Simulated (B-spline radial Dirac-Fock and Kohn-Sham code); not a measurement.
# Muonic isotope shifts in sulfur

Calculated with a radial atomic solver, using the Dirac equation of a negative muon with reduced mass in the field of a spherical finite nucleus, with the Uehling potential to all orders; nuclear polarisation, deformation, hyperfine structure, self-energy, higher-order vacuum polarisation, relativistic recoil and electron screening are left out. Nuclear charge: Fermi distribution (skin thickness 2.3 fm); radii from Angeli and Marinova (2013). Reference ³⁴S, radius 3.2847 fm: 2p3/2 → 1s1/2 516.3 keV, 3d5/2 → 2p3/2 100.2 keV.

| A | radius (fm) | δ⟨r²⟩ (fm²) | shift 2p3/2 → 1s (keV) | shift 3d5/2 → 2p3/2 (keV) |
| --- | --- | --- | --- | --- |
| 32 | 3.2611 | -0.154 | +0.24 | -0.02 |
| 36 | 3.2985 | +0.091 | -0.11 | +0.02 |
